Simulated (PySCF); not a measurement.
Structure and specific rotation at 589.3 nm (origin-invariant length gauge)

Computed, not measured: PySCF, TDDFT CAM-B3LYP/def2-SVPD circular dichroism and optical rotation, one conformer, gas phase. Geometry: GFN2-xTB.

Each molecule in one low-energy conformer. The parent is CN[C@@H](C)[C@H](C)[SiH3].

The molecule is flexible and this is one conformer; a measurement averages over conformers.

(1) How does the specific rotation at 589.3 nm (origin-invariant length gauge) change along this series?
- CN[C@@H](C)[C@H](C)[SiH3] (base)
- CN[C@H](C)[C@H](C)[SiH3] (diastereomer)

## Answers

(1) 
| molecule | [α]589 (deg dm⁻¹ (g/mL)⁻¹) | S1 (eV) | R(S1), velocity form (10⁻⁴⁰ esu² cm²) |
| --- | --- | --- | --- |
| CN[C@@H](C)[C@H](C)[SiH3] | +76.6 | 6.03 | +0.7 |
| CN[C@H](C)[C@H](C)[SiH3] | -108.3 | 6.25 | -9.9 |

The specific rotation at 589.3 nm (origin-invariant length gauge) is lowest for CN[C@H](C)[C@H](C)[SiH3] and highest for CN[C@@H](C)[C@H](C)[SiH3].
